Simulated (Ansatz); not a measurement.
Ansatz (an electronic-structure program) input (CCSD(T)/aug-cc-pV(D+d)Z):
A basis named .json is the Basis Set Exchange file of that set.

Ansatz 0.2 input:
```yaml
crystal:
  periodic: [false, false, false]
  atoms:
    - {symbol: C, position_ang: [-2.74205091, -0.28580796, 0.21188152]}
    - {symbol: O, position_ang: [-1.42977780, -0.77773739, 0.03368574]}
    - {symbol: Al, position_ang: [0.09887775, -0.11394882, -0.02281775]}
    - {symbol: Cl, position_ang: [0.37673565, 1.94369231, 0.20350863]}
    - {symbol: Cl, position_ang: [1.73512695, -1.36060519, -0.32235978]}
    - {symbol: H, position_ang: [-3.18944210, -0.75402343, 1.09131826]}
    - {symbol: H, position_ang: [-3.34716128, -0.53997548, -0.66106400]}
    - {symbol: H, position_ang: [-2.75994373, 0.79959938, 0.34607100]}
basis:
  gaussian:
    orbitals: aug-cc-pV_D+d_Z.json
magnetization: {spin_polarized: false}
correlation: {method: ccsd_t, electrons: outside_noble_gas}
output: {forces: true}
```

End of the output:

```
cycle   9  -20.31013448 eV  change   -2.0e-5 eV  update   2.2e-5
cycle  10  -20.31013010 eV  change    4.4e-6 eV  update   8.0e-6
perturbative correction -0.61403606 eV, -0.0225654090 hartree
the calculation of the forces begins
1.01 GiB of device memory are held for the factors and their scratch space
Total energy: -34732.58234071 eV, -1276.3988584314 hartree
Atom 0 at    -2.742051    -0.285808     0.211882 Å, force    -0.010108     0.060261     0.008270 eV/Å
Atom 1 at    -1.429778    -0.777737     0.033686 Å, force     0.011155    -0.479281    -0.059547 eV/Å
Atom 2 at     0.098878    -0.113949    -0.022818 Å, force     0.113940     0.115042     0.003797 eV/Å
Atom 3 at     0.376736     1.943692     0.203509 Å, force     0.033510     0.370085     0.042189 eV/Å
Atom 4 at     1.735127    -1.360605    -0.322360 Å, force     0.277214    -0.236615    -0.053852 eV/Å
Atom 5 at    -3.189442    -0.754023     1.091318 Å, force    -0.178421    -0.190651     0.361246 eV/Å
Atom 6 at    -3.347161    -0.539975    -0.661064 Å, force    -0.243256    -0.102661    -0.359121 eV/Å
Atom 7 at    -2.759944     0.799599     0.346071 Å, force    -0.004034     0.463820     0.057017 eV/Å
Dipole moment:    -0.372241     0.049217     0.039514 e Å
```
